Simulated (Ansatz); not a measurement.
Isomers of K₃I₂⁺ (singlet), relaxed with r2SCAN-D4/def2-SVP; total energies from Ansatz at B2PLYP/def2-TZVP.

```json
{"isomer": "A", "description": "point group D3h; 6 × I–K 3.41 Å", "energy (Eh)": "-2394.51183"}
{"isomer": "B", "description": "point group not assigned; 5 × I–K 3.23 to 3.50 Å", "energy (Eh)": "-2394.50477"}
{"isomer": "C", "description": "point group not assigned; 4 × I–K 3.19 to 3.30 Å", "energy (Eh)": "-2394.50336"}
```

In the def2 sets I takes a core potential; there is no spin–orbit coupling. Correlated methods freeze 23 core orbitals; core or outer-core shells of K, I are correlated, in sets that lack core-valence functions.

The isomers come from a short search, and lower ones may exist.

Work out the relative energies (1 Eh = 2625.5 kJ/mol) and the Boltzmann populations at 500 K from electronic energies alone (R = 8.314 J/mol/K).

ΔE: A 0.0, B 18.5, C 22.2 kJ/mol. RT = 4.16 kJ/mol. Factors exp(−ΔE/RT): A 1, B 0.0117, C 0.00481; sum 1.017. Populations: A 98.4 %, B 1.2 %, C 0.5 %. Zero-point energy, vibrational entropy and symmetry numbers are left out and can shift these; an error of 4 kJ/mol changes a ratio by a factor of 2.6. Over the other density-functional and correlated levels in def2 sets, the gap between A and B ranges from 23 to 29 kJ/mol.
